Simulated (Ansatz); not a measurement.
`CCC[BH][AlH2]` + `OCF` → `CCCOCF` + `[BH2][AlH2]`  (substitution at a C–B bond)

Computed with Ansatz on PBE0-D4/def2-TZVP structures; ΔE is electronic, products minus reactants. CBS: MP2 limit from def2 TZ/QZ plus the TZ coupled-cluster correction, frozen cores. This one scheme is used for every species. Functionals use def2-TZVPP. B3LYP here is the variant with VWN-RPA as its local correlation; programs differ in this. Each species was taken in one conformer, which may not be the lowest.

`CCC[BH][AlH2]`:

Z-matrix (Å, degrees):
```
C
C 1 1.519
H 1 1.094 2 110.9
H 1 1.096 2 111.4 3 -119.0
H 1 1.092 2 111.9 3 120.5
C 2 1.524 1 112.2 3 61.0
H 2 1.098 1 109.6 3 -177.5
H 2 1.095 1 109.2 3 -62.0
B 6 1.557 2 118.8 1 68.8
H 6 1.108 2 110.3 1 -175.5
H 6 1.099 2 111.0 1 -62.0
Al 9 2.130 6 125.5 2 12.7
H 9 1.206 6 115.4 2 -170.8
H 12 1.597 9 122.1 6 83.1
H 12 1.597 9 121.3 6 -98.2
```

`OCF`:

Cartesian coordinates in Å:
```
O 0.797 -0.529 0.506
C -0.071 0.304 -0.149
F -1.262 0.421 0.540
H 0.478 -1.434 0.442
H -0.331 -0.054 -1.152
H 0.391 1.291 -0.187
```

`CCCOCF`:

Cartesian coordinates in Å:
```
C 1.277 -1.507 -0.950
C 0.898 -0.385 0.001
C -0.594 -0.367 0.266
O -0.982 0.601 1.231
C -1.319 1.824 0.743
F -0.207 2.551 0.346
H 2.353 -1.522 -1.131
H 0.782 -1.393 -1.919
H 0.995 -2.484 -0.547
H 1.416 -0.504 0.957
H 1.205 0.582 -0.405
H -1.149 -0.196 -0.667
H -0.913 -1.333 0.668
H -1.965 1.752 -0.143
H -1.799 2.382 1.550
```

`[BH2][AlH2]`:

Z-matrix (Å, degrees):
```
B
Al 1 2.115
H 1 1.200 2 122.9
H 1 1.200 2 122.9 3 -180.0
H 2 1.594 1 121.0 3 90.1
H 2 1.594 1 121.0 3 -89.9
```

```json
{"level": "PBE-D4", "ΔE (kJ/mol)": "80.2", "difference from CCSD(T)/CBS": "6.1"}
{"level": "B3LYP-D4", "ΔE (kJ/mol)": "71.2", "difference from CCSD(T)/CBS": "-2.9"}
{"level": "ωB97X-V", "ΔE (kJ/mol)": "67.5", "difference from CCSD(T)/CBS": "-6.6"}
{"level": "ωB97M-V", "ΔE (kJ/mol)": "73.6", "difference from CCSD(T)/CBS": "-0.5"}
{"level": "r2SCAN", "ΔE (kJ/mol)": "75.0", "difference from CCSD(T)/CBS": "0.9"}
{"level": "PBE0", "ΔE (kJ/mol)": "77.2", "difference from CCSD(T)/CBS": "3.1"}
{"level": "HF/def2-TZVPP", "ΔE (kJ/mol)": "53.8", "difference from CCSD(T)/CBS": "-20.3"}
{"level": "MP2/def2-TZVPP", "ΔE (kJ/mol)": "77.0", "difference from CCSD(T)/CBS": "2.9"}
{"level": "SCS-MP2/def2-TZVPP", "ΔE (kJ/mol)": "69.2", "difference from CCSD(T)/CBS": "-4.9"}
{"level": "CCSD/def2-TZVPP", "ΔE (kJ/mol)": "68.8", "difference from CCSD(T)/CBS": "-5.3"}
{"level": "CCSD(T)/def2-TZVPP", "ΔE (kJ/mol)": "70.4", "difference from CCSD(T)/CBS": "-3.7"}
{"level": "HF/def2-QZVPP", "ΔE (kJ/mol)": "53.9", "difference from CCSD(T)/CBS": "-20.2"}
{"level": "MP2/def2-QZVPP", "ΔE (kJ/mol)": "79.1", "difference from CCSD(T)/CBS": "5.0"}
{"level": "SCS-MP2/def2-QZVPP", "ΔE (kJ/mol)": "71.5", "difference from CCSD(T)/CBS": "-2.6"}
{"level": "MP2/CBS(def2)", "ΔE (kJ/mol)": "80.6", "difference from CCSD(T)/CBS": "6.5"}
{"level": "CCSD/CBS(def2)", "ΔE (kJ/mol)": "72.5", "difference from CCSD(T)/CBS": "-1.6"}
{"level": "CCSD(T)/CBS", "ΔE (kJ/mol)": "74.1", "difference from CCSD(T)/CBS": "0"}
```

Largest T1 diagnostic among the species: 0.011.

In def2-TZVPP, CCSD(T) changes the Hartree–Fock value by +16.6 kJ/mol (the triples alone add +1.5 kJ/mol) and MP2 by +23.2 kJ/mol. The D4 term adds +4.4 kJ/mol with B3LYP and +2.4 kJ/mol with PBE0; it sums over pairs of atoms, weighted by their polarisabilities, and B3LYP, whose exchange is more repulsive, gets the larger term.
